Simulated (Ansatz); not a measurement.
Q: Name a neutral molecule of C, F, In and H with HOMO energy (PBE/def2-TZVPP) between -6.10 and -5.80 eV and HOMO energy (B3LYP/def2-TZVPP) between -6.95 and -6.65 eV (Ansatz, PBE0-D4/def2-TZVP geometry).

A: `C[CH2][In]([F])[CH2]C` (-5.97 eV, -6.90 eV). Other molecules can fit too; these were computed, each in one conformer that needn't be the lowest.

B3LYP here is the variant with VWN-RPA as its local correlation; programs differ in this.
